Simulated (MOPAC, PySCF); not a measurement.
C3H12O3Si2, SMILES `CO[Si]([SiH3])(OC)OC`, neutral singlet in the gas phase. 

Z-matrix (Å, degrees):
```
Si
O 1 1.6529
C 2 1.4158 1 124.71
H 3 1.1005 2 108.54 1 176.32
H 3 1.1032 4 108.79 2 121.23
H 3 1.1047 4 108.44 5 117.51
O 1 1.6549 2 107.77 3 -48.64
C 7 1.4109 1 126.44 2 162.39
H 8 1.1011 7 108.64 1 -167.90
H 8 1.1032 9 108.72 7 -121.65
H 8 1.1056 9 107.99 10 -117.25
O 1 1.6657 2 112.23 3 66.60
C 12 1.4095 1 125.61 2 63.62
H 13 1.1011 12 108.77 1 -175.66
H 13 1.1052 14 108.26 12 -121.79
H 13 1.1063 14 107.93 15 -116.57
Si 1 2.3388 2 106.30 3 -170.61
H 17 1.4918 1 110.74 2 57.18
H 17 1.4940 18 108.81 1 122.60
H 17 1.4950 18 108.40 19 117.05
```
Charge 0, spin multiplicity 1.

All levels are single points at this geometry (B3LYP-D3(BJ)/def2-SVP); Pople sets use spherical d functions. Orbital energies aren't observables, and empty levels follow the basis.

B3LYP-D3(BJ)/def2-TZVP in PySCF gives HOMO (eV) = -7.48.

Task: Estimate the HOMO (eV) from each of these levels: PBE-D3(BJ)/def2-TZVP in PySCF; B3LYP/6-311+G** in PySCF; AM1 in MOPAC; PM6 in MOPAC; PM7 in MOPAC.

Result: 
| level | HOMO (eV) |
|---|---|
| PBE-D3(BJ)/def2-TZVP in PySCF | -6.36 |
| B3LYP/6-311+G** in PySCF | -7.53 |
| AM1 in MOPAC | -9.69 |
| PM6 in MOPAC | -8.77 |
| PM7 in MOPAC | -9.94 |
